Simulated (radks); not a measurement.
Spin polarisation of the 3p3 shell in neutral phosphorus. Start: [Ne] 3s2 3p(up 1.5, down 1.5); electrons of 3p are moved from spin down to spin up, other shells keep equal spins. Method: scalar-relativistic Kohn-Sham, PBE, spin-polarised, spherical densities, point nucleus; computed with a radial shooting solver on a logarithmic mesh with Libxc functionals.

moment (Bohr magnetons)  E - E(0) (eV)  e(3p up) (eV)  e(3p down) (eV)  3s down minus up (eV)  2p down minus up (eV)
0                                0.000         -5.507           -5.507                  0.000                 0.000
0.75                            -0.114         -5.784           -5.173                  0.659                  0.105
1.5                             -0.460         -6.007           -4.774                  1.327                  0.210
2.25                            -1.042         -6.175           -4.299                  2.013                  0.314
3                               -1.871         -6.283           -3.724                  2.723                  0.417

At moment 3 the spin-polarisation energy is -1.871 eV and the 3p exchange splitting 2.559 eV, that is 0.853 eV per Bohr magneton; E = -I m^2/4 would give I = 0.831 eV.
